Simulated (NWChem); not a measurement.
System meant: SnSiH₆O; SMILES [SiH3][O][SnH3]

NWChem input:

```
start job
memory heap 200 mb stack 900 mb global 1100 mb
geometry units angstroms noautoz
  Sn    -0.004300     0.937164    -0.022439
  O     -0.611248    -0.954181    -0.028009
  Si     0.052878    -2.461915     0.019371
  H     -1.455391     1.830541    -0.076104
  H      0.875081     1.176245     1.425974
  H      0.966806     1.154908    -1.414459
  H      0.948911    -2.710563    -1.157718
  H     -1.041035    -3.478072     0.004419
  H      0.875580    -2.666969     1.256987
end
basis spherical
  Sn library def2-svp
  O library def2-svp
  Si library def2-svp
  H library def2-svp
end
dft
  xc b3lyp
  iterations 150
  mulliken
end
task dft energy
```

End of the output:

```
             Grid Information
             ----------------
          Grid used for XC integration:  medium
          Radial quadrature: Mura-Knowles
          Angular quadrature: Lebedev.
          Tag              B.-S. Rad. Rad. Pts. Rad. Cut. Ang. Pts.
          ---              ---------- --------- --------- ---------
          Sn                  1.45      123          12.0       590
          O                   0.60       49           8.0       434
          Si                  1.10       88          11.0       590
          H                   0.35       45          13.0       434
          Grid pruning is: on
          Number of quadrature shells:   530
          Spatial weights used:  Erf1

          Convergence Information
          -----------------------
          Convergence aids based upon iterative change in
          total energy or number of iterations.
          Levelshifting, if invoked, occurs when the
          HOMO/LUMO gap drops below (HL_TOL):  1.00D-02
          DIIS, if invoked, will attempt to extrapolate
          using up to (NFOCK): 10 stored Fock matrices.

                    Damping( 0%)  Levelshifting(0.5)       DIIS
                  --------------- ------------------- ---------------
          dE  on:    start            ASAP                start
          dE off:    2 iters        150 iters           150 iters

      Screening Tolerance Information
      -------------------------------
          Density screening/tol_rho:  1.00D-10
          AO Gaussian exp screening on grid/accAOfunc:  14
          CD Gaussian exp screening on grid/accCDfunc:  20
          XC Gaussian exp screening on grid/accXCfunc:  20
          Schwarz screening/accCoul:  1.00D-08

      Superposition of Atomic Density Guess
      -------------------------------------

      charge =      50.0 Sn (Tin)

      symmetry species            s     p     d     f
      number of basis functions =10     7     6
      number of cont. functions = 4     4     2
      number of closed shells   = 5     3     2
      number of open shells     = 0     1     0
      open shell occupation     = 0     2     0
 ------------------------------------------------------------------------
 atomscf:atomd: error in atom scf                   0
 ------------------------------------------------------------------------
 ------------------------------------------------------------------------
  current input line :
    25: task dft energy
 ------------------------------------------------------------------------
 ------------------------------------------------------------------------
 This error has not yet been assigned to a category
 ------------------------------------------------------------------------
 For more information see the NWChem manual at https://nwchemgit.github.io

0:atomscf:atomd: error in atom scf:Received an Error in Communication
```

**Question.** Can this run be used? If not, why, and what is the fix?

**Answer.** The program stopped with an error. Cause: the def2 basis of a heavy element holds valence functions alone and wants its effective core potential (without it all electrons must fit into that basis). This input runs:
```
start job
memory heap 200 mb stack 900 mb global 1100 mb
geometry units angstroms noautoz
  Sn    -0.004300     0.937164    -0.022439
  O     -0.611248    -0.954181    -0.028009
  Si     0.052878    -2.461915     0.019371
  H     -1.455391     1.830541    -0.076104
  H      0.875081     1.176245     1.425974
  H      0.966806     1.154908    -1.414459
  H      0.948911    -2.710563    -1.157718
  H     -1.041035    -3.478072     0.004419
  H      0.875580    -2.666969     1.256987
end
basis spherical
  * library def2-svp
end
ecp
  Sn library def2-ecp
end
dft
  xc b3lyp
  iterations 150
  mulliken
end
task dft energy
```
It converges to -582.57624 Ha (B3LYP/def2-SVP with def2 effective core potentials on Sn).
